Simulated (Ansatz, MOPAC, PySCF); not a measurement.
System: HSe (charge +1, triplet). SMILES: [SeH+]
Geometry: optimised at B3LYP-D3(BJ)/def2-TZVP (Ansatz, an electronic-structure program).

Wanted: vertical electron affinity to the doublet, in eV. Conventions: UHF or UKS for open shells; no spin-orbit coupling; six Cartesian d functions in 6-31G* and its kin unless marked 5d; LANL2DZ with its own core potentials from Na on; each state is the SCF solution reached for its charge and spin; non-relativistic. First-principles rows: single points at B3LYP-D3(BJ) geometries (Ansatz). Semi-empirical rows: differences of heats of formation at the shared geometry for vertical values. Sets without +, aug- or the D of def2-TZVPD hold no diffuse functions, which anions need.

```
level                                    program  vertical electron affinity to the doublet (eV)
---------------------------------------  -------  ----------------------------------------------
AM1                                        MOPAC                                            7.47
MNDO                                       MOPAC                                            8.52
HF/6-31G*                                 Ansatz                                            8.58
B3LYP/STO-3G                              Ansatz                                            7.91
B3LYP/6-31G*                              Ansatz                                            9.77
M06-2X/6-31G* with LANL2DZ past Ar (5d)    PySCF                                            9.84
PBE0/def2-TZVPD                           Ansatz                                            9.71
```

No value to compare with is used here. The 6 habitual levels span 7.47 (AM1) to 9.84 eV (M06-2X/6-31G* with LANL2DZ past Ar (5d)); PBE0/def2-TZVPD gives 9.71.

The levels are drawn from those run, B3LYP/6-31G* more often than the rest, none by its result; left out are runs that failed, that the program found above a lower state of the same kind, or whose <S^2> lies over 0.5 above the pure value.
